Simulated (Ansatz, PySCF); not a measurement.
System: sum formula BNH (charge 0, doublet). It need not be the lowest isomer of its formula. 
Coordinates optimised at B3LYP-D3(BJ)/def2-TZVP (Ansatz, a program for electronic structure):
```xyz
3

B      0.0000     0.0000    -0.8356
N      0.0000     0.0000     0.3981
H      0.0000     0.0000     1.3912
```
Charge 0, spin multiplicity 2.

Total electronic energies in hartree. Valence correlation only, unless marked. Open shells are spin-unrestricted. No spin-orbit coupling. No relativistic terms. FCI takes restricted orbitals. CBS marks a two-point X^-3 extrapolation of the correlation energy; Hartree-Fock from the larger set. [CCSD(T)-MP2]/basis is that difference in the basis named.

| level | program | energy (Eh) |
|---|---|---|
| HF/def2-TZVPP | Ansatz | -79.68277 |
| HF/def2-QZVPPD | Ansatz | -79.68657 |
| BLYP/def2-TZVPD | Ansatz | -80.12873 |
| BP86-D4/def2-TZVPD | PySCF + dftd4 | -80.14562 |
| PBE0-D4/def2-TZVP | Ansatz + dftd4 | [?] |
| HSE06-D4/def2-TZVPD | Ansatz + dftd4 | -80.04210 |
| CAM-B3LYP-D3(BJ)/def2-TZVPD | Ansatz + dftd3 | -80.10692 |
| CAM-B3LYP/def2-TZVPD | Ansatz | -80.10618 |
| MP2/6-31G* | Ansatz | -79.86106 |
| MP2/CBS(aug-cc-pVTZ,aug-cc-pVQZ) | Ansatz | -79.9866 |
| MP2/CBS(def2-TZVPP,def2-QZVPP) | Ansatz | -79.9862 |
| SCS-MP2/6-31G* | Ansatz | -79.85326 |
| SCS-MP2/cc-pwCVTZ | Ansatz | -79.94625 |
| SCS-MP2/def2-QZVPPD | Ansatz | -79.96721 |
| CCSD/def2-QZVPPD | Ansatz | -79.98021 |
| CCSD/CBS(def2-TZVPP,def2-QZVPP) | Ansatz | -79.9916 |
| CCSD(T)/aug-cc-pVTZ | Ansatz | -79.97679 |
| CCSD(T)/def2-TZVPP | Ansatz | -79.97393 |
| FCI/6-31G | Ansatz | -79.79239 |
| RI-MP2/CBS(aug-cc-pVTZ,aug-cc-pVQZ)+[CCSD(T)-MP2]/aug-cc-pVDZ | Ansatz | -80.0100 |
| RI-MP2/CBS(aug-cc-pVTZ,aug-cc-pVQZ)+[CCSD(T)-MP2]/aug-cc-pVTZ | Ansatz | -80.0106 |
| RI-MP2/CBS(def2-TZVPPD,def2-QZVPPD)+[CCSD(T)-MP2]/def2-QZVPPD | Ansatz | -80.0083 |
| CCSD(T)/CBS(aug-cc-pVTZ,aug-cc-pVQZ) | Ansatz | -80.0073 |

**Question.** Some entries are withheld; supply them.

**Answer.** 
- PBE0-D4/def2-TZVP, energy (Eh): -80.04602
